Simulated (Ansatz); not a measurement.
System: C4H5OSi, charge -1, multiplicity 1. It need not be the lowest isomer of its formula. Whether it binds its extra electron was not tested at this geometry. 
Geometry from a B3LYP-D3(BJ)/def2-TZVP (Ansatz, a program for electronic structure) optimisation:
```
C
C 1 1.4024
O 2 1.4200 1 103.81
C 3 1.3654 2 110.46 1 0.00
C 4 1.3520 3 110.23 2 0.00
H 4 1.0803 5 132.46 1 180.00
H 5 1.0814 4 125.82 6 0.00
Si 1 1.8175 2 121.82 3 -180.00
H 8 1.4870 1 112.68 2 0.00
H 8 1.5038 9 105.86 1 -126.04
H 8 1.5038 9 105.86 10 -107.92
```
Charge -1, spin multiplicity 1.

Basis-set convergence of Hartree-Fock and CCSD(T) correlation energies (hartree) with Ansatz. Cores are frozen in the correlated levels unless marked. No spin-orbit coupling. Non-relativistic.

```tsv
basis	functions	E(HF)	E(corr, CCSD(T))
aug-cc-pV(D+d)Z	192	-518.13092	-0.93651
aug-cc-pV(T+d)Z	400	-518.19410	-1.10166
aug-cc-pV(Q+d)Z	719	-518.21061	-1.15186
```

Extrapolating the two largest sets (X = 3 and 4) as X^-3: E(corr) = (64·(-1.15186) - 27·(-1.10166))/37 = -1.1885 Eh, an estimate of the basis-set limit. The largest set recovers 96.9 % of it, the smallest 78.8 %.
